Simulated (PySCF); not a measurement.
Species: BiMe2F, C₂H₆BiF.
Bonds: Bi1–C2, Bi1–C6, Bi1–F10. Hydrogens: H3, H4, H5 on C2; H7, H8, H9 on C6.

Method: PySCF 2.14.0, PBE0-D3(BJ)/def2-SVP geometry optimisation, gas phase, def2 core potentials past Kr.

(1) How far are the bound atoms from Bi1?

(2) List the angles at Bi1.

(3) What is the shape at Bi1?

(4) What are the other bond lengths?

Results:

(1) 3 atoms: F10 2.053 Å, C6 2.262 Å, C2 2.262 Å. The nearest atom not counted as bound is H4, at 2.76 Å.

(2) 
```json
{"angle": "C6–Bi1–F10", "degrees": "93.1", "distance of the outer atoms (Å)": "3.14"}
{"angle": "C2–Bi1–F10", "degrees": "92.3", "distance of the outer atoms (Å)": "3.12"}
{"angle": "C2–Bi1–C6", "degrees": "91.8", "distance of the outer atoms (Å)": "3.25"}
```

(3) Pyramidal: angles 93.1°, 92.3° and 91.8°, sum 277.2°, 1.21 Å off the plane of its three neighbours.

(4) C2–H3 and 5 like bonds 1.099 Å.

Point group: near Cs, missed by 0.18 Å at most; the miss may be what the optimiser left on a soft mode. Charge 0, singlet. Not checked by PBE0-D3(BJ)/def2-SVP frequencies.

Time: 55 s wall; peak memory 0.39 GiB. Hardware: one thread, Arm Neoverse V2 (aarch64), on a shared host. That covers the optimisation of the geometry.
